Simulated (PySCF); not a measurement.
C3H9Ga, SMILES C(C)[CH2][GaH2].

Geometry optimised at PBE0-D3(BJ)/def2-SVP. The structure was generated by enumeration; whether it is a known compound was not checked. Other conformers were not sampled.

These are B3LYP/def2-TZVP (PySCF) values and carry that method's errors.

Symmetry labels are those of the subgroup Cs that the program uses (full group Cs).

Computed valence orbital energies around the gap with their symmetry:
| orbital | symmetry | energy (eV) |
|---|---|---|
| HOMO−7 | A' | -12.21 |
| HOMO−6 | A' | -11.22 |
| HOMO−5 | A' | -10.50 |
| HOMO−4 | A" | -10.45 |
| HOMO−3 | A' | -9.34 |
| HOMO−2 | A" | -8.99 |
| HOMO−1 | A' | -8.04 |
| HOMO | A' | -7.33 |
| LUMO | A" | -1.67 |
| LUMO+1 | A' | 0.50 |
| LUMO+2 | A' | 1.45 |
| LUMO+3 | A' | 1.63 |
